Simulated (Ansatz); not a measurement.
`F/C(Cl)=C\C(F)F`, charge 0, multiplicity 1.

Q: Give a relaxed structure at PBE0-D4/def2-TZVP (the Gaussian-basis code of Ansatz). (Best estimate.)

A: Computed: 
```xyz
9

F    -1.7321    0.9216   -0.5006
C    -0.5425    1.2146   -0.0019
Cl   -0.3796    2.8735    0.3371
C     0.3943    0.3039    0.1999
C     0.1949   -1.1323   -0.1156
F     1.1331   -1.5425   -1.0103
F     0.3743   -1.8800    1.0058
H     1.3490    0.6015    0.6105
H    -0.7915   -1.3602   -0.5250
```
Point group Cs.
This is one stationary point; other conformers may exist.
